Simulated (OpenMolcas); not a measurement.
**F2+: from CASSCF to CASPT2**

```yaml
Program: OpenMolcas
Basis: ANO-RCC-VDZP [3s2p1d]
Scalar_Hamiltonian: DKH2, point nucleus
Active_space: 3 electrons in 3 orbitals (2p)
State_averaging: 2S+1 = 4 odd, 1 root; 2S+1 = 2 odd, 8 roots
Spin-orbit_coupling: RASSI with atomic mean-field integrals over the reference wave functions, term energies averaged over their components
```

Methods on the same reference wave functions:
A. CASSCF
B. SS-CASPT2, IPEA 0.25 Eh, imaginary shift 0.1 Eh (closed shells correlated: 1s 2s)

Energies in cm⁻¹ above 2s² 2p³ ⁴S°_3/2.

```tsv
Level	A	B
2s² 2p³ ⁴S°_3/2	0.0	0.0
2s² 2p³ ²D°_3/2	36993	36290
2s² 2p³ ²D°_5/2	37000	36300
2s² 2p³ ²P°_1/2	61479	56530
2s² 2p³ ²P°_3/2	61488	56540
```

From A to B the spin-free energies of the other terms of 2s² 2p³ shown, above ⁴S°, scale by factors of 0.92 to 0.98.

The lowest spin-free term lies below A's lowest term by 0.072 hartree in B.

CASPT2 breaks the degeneracy within a term, and the mean is taken; among the terms shown or strongly mixed into the levels shown the widest spread is 96 cm-1 (2s² 2p³ ²D°, B). With the s shell closed, the reference lacks s² → p² mixing. Only configurations of the active space appear.

° marks odd parity.
